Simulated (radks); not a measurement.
Q: Coherent X-ray form factor from a spherical all-electron density. Method: scalar-relativistic Kohn-Sham, r2SCAN, spin-polarised, spherical densities, finite nucleus; meta-GGA in the generalised Kohn-Sham scheme; Fermi nuclear charge, rms radius of each element as measured or else 0.836 A^(1/3) + 0.57 fm; computed with a radial shooting solver on a logarithmic mesh with Libxc functionals.

sin(theta)/lambda (1/angstrom)  f0 (electrons)
0.05                                    17.722
0.1                                     16.939
0.15                                    15.783
0.2                                     14.424
0.25                                    13.030
0.3                                     11.725
0.4                                      9.635
0.5                                      8.262
0.6                                      7.385
0.8                                      6.224
1                                        5.205
1.25                                     4.004
1.5                                      3.037
2                                        1.911

The species is in the configuration that NIST lists as its ground one. Which atom or ion scatters so?

A: The calcium ion Ca2+, [Ar]. Extrapolating in s^2 from the first two rows gives f0(0) = 18.0, near the electron count 18; among species with that count, the fall with angle is slower the higher Z, and the table is that of Z = 20; from so few rows the species is fixed only to a neighbour or two.
